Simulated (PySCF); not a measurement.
C₂H₁₃NSi₃, SMILES [Si@H](C[SiH3])(C)[SiH2]N. Geometry: PBE-D3(BJ)/def2-SVP. The structure was generated by enumeration; whether it is a known compound was not checked. One conformer was computed; it need not be the lowest.

Computed equilibrium geometry at PBE-D3(BJ)/def2-SVP (PySCF confirms it by a frequency run) as a Z-matrix (one conformer of several):
```
Si
H 1 1.5100
C 1 1.9000 2 108.67
H 3 1.1092 1 111.11 2 179.31
H 3 1.1092 4 108.05 1 121.87
H 3 1.1094 4 108.38 5 116.67
C 1 1.9026 2 108.51 3 120.93
H 7 1.1117 1 109.50 2 -60.87
H 7 1.1119 8 107.14 1 117.48
Si 7 1.8912 8 109.29 9 117.19
H 10 1.5054 7 110.55 8 62.07
H 10 1.5068 11 108.37 7 122.70
H 10 1.5070 11 108.13 12 117.05
Si 1 2.3583 2 109.25 7 120.13
N 14 1.7591 1 106.42 2 80.68
H 15 1.0243 14 116.67 1 55.16
H 15 1.0248 16 108.96 14 -136.08
H 14 1.5063 15 106.95 16 175.89
H 14 1.5222 18 105.95 15 -124.74
```
